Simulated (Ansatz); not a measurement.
**Worked example: C4H4BrN + C2ClF5 → C4H4ClN + C2BrF5**

Species: C4H4BrN `Brc1ccc[nH]1`, singlet; C2ClF5 (chloropentafluoroethane) `FC(F)(F)C(F)(F)Cl`, singlet; C4H4ClN `Clc1ccc[nH]1`, singlet; C2BrF5 `FC(F)(F)C(F)(F)Br`, singlet. The partners trade Br for Cl; both sit on C, so the bond types are kept.

Shapes, held fixed at every level: PBE0-D4/def2-TZVP. Programs: Ansatz 0.2.0. The zero-point and thermal change to 298 K, harmonic and unscaled (PBE0-D4/def2-TZVP), is -0.1 kJ/mol.

At MP2/def2-TZVPP; 1 Eh = 2625.50 kJ/mol:

| species | energy (Eh) |
| --- | --- |
| C4H4BrN | -2781.836387 |
| C2ClF5 | -1034.427919 |
| C4H4ClN | -668.844900 |
| C2BrF5 | -3147.415179 |

Q: Work out ΔH(298 K) of the reaction at this level.

A: 
1. Products less reactants: (-668.844900) + (-3147.415179) − [(-2781.836387) + (-1034.427919)] = 0.004227 Eh = +11.1 kJ/mol.
2. With the thermal change: +11.1 + (-0.1) = +11.0 kJ/mol.

Other levels give +3.5 (PBE-D4/def2-TZVPP) to +7.2 kJ/mol (B2PLYP/def2-TZVPP). No measured value is set beside it here. Relativity is left out for Br. Outer-core shells of Br are correlated, in sets that cover them unevenly. MP2/def2-TZVPP lies outside the range of all other levels here, so it shouldn't be taken on trust.
